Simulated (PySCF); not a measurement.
An unknown shows these calculated signals:

$^{1}$H NMR (400 MHz, computed): δ 7.38 (m, 1H), 5.72 (m, 1H), 5.10 (s, 3H).

$^{13}$C{$^{1}$H} NMR (computed): δ 165.5 (C), 136.3 (CH), 121.8 (C), 116.7 (C), 94.1 (CH).

PySCF 2.14.0 with density-fitted response routines calculation with shielding tensors at PBE0/pcSseg-1 (GIAO) and coordinates at the GFN2-xTB level; no relativistic terms, isolated molecule, rapidly exchanging positions averaged, one computed conformer.

Shifts are taken against calculated references (same method and geometry level): TMS for $^{1}$H (31.72 ppm) and $^{13}$C (186.93 ppm).

Task: Which of these does the molecule contain: a carboxylic acid, a ketone, a nitrile, an aldehyde, a heteroaromatic ring, a Si–H bond?

Result: 
- A carboxylic acid: no.
- A ketone: no.
- A nitrile: yes (δC 116.7).
- An aldehyde: no.
- A heteroaromatic ring: yes.
- A Si–H bond: yes (δH 5.10 (s)).

The data belong to `N#Cc1ccc(O[SiH3])o1`, C$_{5}$H$_{5}$NO$_{2}$Si; they needn't prove each group on their own.

Carbon signals by region: 1 in the far downfield region (above 160 ppm), 3 in the sp2 and nitrile region (100–160 ppm), 1 at 50–100 ppm. Above 160 ppm: 165.5, aromatic carbon bearing oxygen.

Shifts are as computed. Against solution values, carbons near 30 ppm lie about +3 ppm off and those near 130 ppm about +5 ppm. Of 1211 compounds with measured shifts, 218 miss one by over three times the rms of a fit or turn the order of signals round; such compounds aren't used in these exercises. No couplings were computed; multiplicities are counted from neighbouring protons, with m where these are inequivalent, close in shift, in a saturated or five-membered ring or joined by F or P, and br s for small geminal =CH2 splittings.
